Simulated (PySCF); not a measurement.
C₂H₅O, SMILES CC[O-], charge -1. Coordinates come from a PBE0-D3(BJ)/def2-SVPD optimisation.

All values below come from PBE0-D3(BJ)/def2-SVPD run with PySCF.

Harmonic wavenumbers (cm⁻¹): 278, 430, 767, 844, 1042, 1155, 1247, 1256, 1305, 1366, 1419, 1436, 1461, 2518, 2587, 2963, 3059, 3087. Rotational constants (GHz): 38.67, 9.712, 8.607; symmetry number 1.

Work out the zero-point energy and the ideal-gas rigid-rotor harmonic-oscillator thermochemistry at 298.15 K and 1 atm.

ZPE = ½ Σ hcν = ½ × 28221 cm⁻¹ = 168.80 kJ/mol. H − E(el) = 181.35 kJ/mol. Entropy in J/(mol K): translation 156.24, rotation 92.57, vibration 12.99, total 261.79. G − E(el) = 103.29 kJ/mol. Cp = 57.82 J/(mol K).
